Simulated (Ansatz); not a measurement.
Relaxation of CH5NSSi (9 atoms, charge 0, multiplicity 1), to a largest force component of 0.02 eV/Å in at most 40 steps.

The calculation used Ansatz 0.2.0, UKS PBE0/STO-3G.

```xyz
9
Properties=species:S:1:pos:R:3
S -0.485 0.718 -2.173
Si 0.582 0.552 -0.406
C 0.350 -1.047 0.459
N -0.503 0.011 0.702
H -1.718 0.560 -1.612
H 1.058 1.809 0.248
H 0.091 -1.884 -0.127
H 1.131 -1.251 1.252
H -0.418 0.486 1.639
```

**Question.** Where does it end, and by what steps?

**Answer.** It converged. Limits of this set-up: minimal basis. After 15 steps the energy has fallen by 1.673 eV; H5 moved furthest, 0.59 Å.

```json
{"step": "0", "energy less start (eV)": "0.0000", "largest force component (eV/Å)": "7.588", "accepted": "yes"}
{"step": "1", "energy less start (eV)": "-1.2038", "largest force component (eV/Å)": "3.366", "accepted": "yes"}
{"step": "2", "energy less start (eV)": "-1.5037", "largest force component (eV/Å)": "0.864", "accepted": "yes"}
{"step": "3", "energy less start (eV)": "-1.5970", "largest force component (eV/Å)": "0.697", "accepted": "yes"}
{"step": "4", "energy less start (eV)": "-1.5688", "largest force component (eV/Å)": "0.661", "accepted": "no"}
{"step": "5", "energy less start (eV)": "-1.6475", "largest force component (eV/Å)": "0.308", "accepted": "yes"}
{"step": "6", "energy less start (eV)": "-1.6580", "largest force component (eV/Å)": "0.107", "accepted": "yes"}
{"step": "7", "energy less start (eV)": "-1.6594", "largest force component (eV/Å)": "0.526", "accepted": "yes"}
{"step": "8", "energy less start (eV)": "-1.6624", "largest force component (eV/Å)": "0.222", "accepted": "yes"}
{"step": "9", "energy less start (eV)": "-1.5448", "largest force component (eV/Å)": "1.005", "accepted": "no"}
{"step": "10", "energy less start (eV)": "-1.6527", "largest force component (eV/Å)": "0.615", "accepted": "no"}
{"step": "11", "energy less start (eV)": "-1.6706", "largest force component (eV/Å)": "0.046", "accepted": "yes"}
{"step": "12", "energy less start (eV)": "-1.6712", "largest force component (eV/Å)": "0.143", "accepted": "yes"}
{"step": "13", "energy less start (eV)": "-1.6723", "largest force component (eV/Å)": "0.045", "accepted": "yes"}
{"step": "14", "energy less start (eV)": "-1.6724", "largest force component (eV/Å)": "0.032", "accepted": "yes"}
{"step": "15", "energy less start (eV)": "-1.6726", "largest force component (eV/Å)": "0.018", "accepted": "yes"}
```

```xyz
9
Properties=species:S:1:pos:R:3
S -0.572 1.125 -2.162
Si 0.328 0.698 -0.309
C 0.394 -0.954 0.448
N -0.722 -0.009 0.976
H -1.519 0.169 -2.014
H 1.363 1.643 0.038
H -0.016 -1.837 -0.055
H 1.194 -1.225 1.147
H -0.362 0.343 1.913
```

Whether the end is a true minimum wasn't checked by a vibrational analysis.

The run took 45 s on 1 thread of Arm Neoverse V2, on a shared host, peak memory 0.16 GiB.
